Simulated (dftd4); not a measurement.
ClTl, charge -1, doublet, at a GFN2-xTB geometry (such geometries of metal compounds can be far from the true shape) (a state made from the parent by changing its charge; the spin is typed, not shown lowest); dftd4 with D4 for blyp.

Input for dftd4:
```
$ dftd4 mol.xyz --func blyp --charge -1 --json dftd4.json --noedisp

# file mol.xyz
2

Tl    -0.00000000    -0.00000000    -0.47641043
Cl     0.00000000     0.00000000     2.26995558
```

Problem. Predict the main parts of the log of this dftd4 run.

Solution. 
```
                    ____  _____ _____     ____  _  _
      -------------|  _ \|  ___|_   _|---|  _ \| || |------------
     |             | | | | |_    | | ___ | | | | || |_           |
     |             | |_| |  _|   | ||___|| |_| |__   _|          |
     |             |____/|_|     |_|     |____/   |_|            |
     |             ===================================           |
     |            E. Caldeweyher, S. Ehlert & S. Grimme          |
     |          Mulliken Center for Theoretical Chemistry        |
     |                    University of Bonn                     |
      -----------------------------------------------------------

Rational (Becke-Johnson) damping: blyp-D4-ATM
---------------------
  s6         1.0000
  s8         2.3408
  s9         1.0000
  a1         0.4449
  a2         4.0933
 alp        16.0000
--------------------

Dispersion energy:      -3.5089705904825E-03 Eh

[Info] JSON dump of results written to 'dftd4.json'
```
